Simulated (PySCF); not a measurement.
Species: C6H12O2.
Z-matrix (Å and degrees, PBE0-D3(BJ)/def2-SVP geometry), rows numbered from 1:
```
C 
C   1  1.5098
C   2  1.5211  1  113.17
O   3  1.4028  2  111.12  1  -176.23
C   4  1.4025  3  111.29  2    57.22
C   5  1.5214  4  111.24  3   -56.95
C   6  1.5099  5  112.96  4   175.71
O   2  1.4121  1  107.90  3  -121.16
H   1  1.1007  2  110.36  3    59.00
H   1  1.0990  2  109.94  3   178.01
H   1  1.0999  2  111.06  3   -61.74
H   2  1.1113  1  110.04  3   120.18
H   3  1.1005  2  110.84  1    64.54
H   3  1.1107  2  108.63  1   -54.44
H   5  1.1005  4  107.26  3  -178.20
H   5  1.1107  4  110.54  3    63.88
H   6  1.1112  5  107.48  4   -62.75
H   7  1.0990  6  110.06  5  -178.40
H   7  1.1000  6  111.00  5    61.32
H   7  1.1007  6  110.33  5   -59.30
```

Linear response at PBE0/def2-SVPD (PySCF, frozen core in the response, non-relativistic).

Static isotropic polarisability: 80.28 au (11.90 Å³), principal values 71.3, 77.1, 92.5 au.

Q: What is the polarisability at 1064 nm and at the sodium D line?

A: 80.81 au at 1064 nm (+0.7 %), 82.05 au at 589.3 nm (+2.2 %). The rise at 589.3 nm is 3.34 times that at 1064 nm; a pure ω² law gives 3.26. The lowest singlet lies at 186 nm, shorter than both wavelengths.

Q: What is the isotropic C6 coefficient between two such molecules, C6 = (3/π)∫α(iω)² dω?

A: 2959 au (Eh·bohr⁶) by a ten-point quadrature over imaginary frequencies, which is 1770 eV·Å⁶ or 171 J·nm⁶/mol.

Q: Which effective excitation energy ω̄ makes London's formula C6 = (3/4)α²ω̄ exact here?

A: ω̄ = 4·C6/(3α²) = 0.612 Eh = 16.7 eV. A one-pole form α(ω) = α/(1 − ω²/ω̄²) fitted to the 1064 nm value gives 14.4 eV.

Q: What does −C6/R⁶ come to at R = 12 Å between centres?

A: -57 J/mol. This is the leading, orientation-averaged term; C8 and higher terms are left out.

Q: How many electrons N does the Slater–Kirkwood formula C6 = (3/4)·√N·α^(3/2) need to give this C6?

A: N = (4·C6/3)²/α³ = 30.1; the species has 64 electrons in all.

Q: What molar refraction at the D line follows from R = (4π/3)·N_A·α′, with α′ the polarisability volume?

A: α′ = 12.16 Å³ gives R = 30.67 cm³/mol, for isolated, non-vibrating species.

Q: What n − 1 at the D line would an ideal gas of it have at 273.15 K and 1 atm (2.6868 × 10¹⁹ cm⁻³), by n − 1 = 2π·N·α′?

A: 20.53 × 10⁻⁴, a formal value whether or not that pressure can be reached.

One conformer stands for the species.
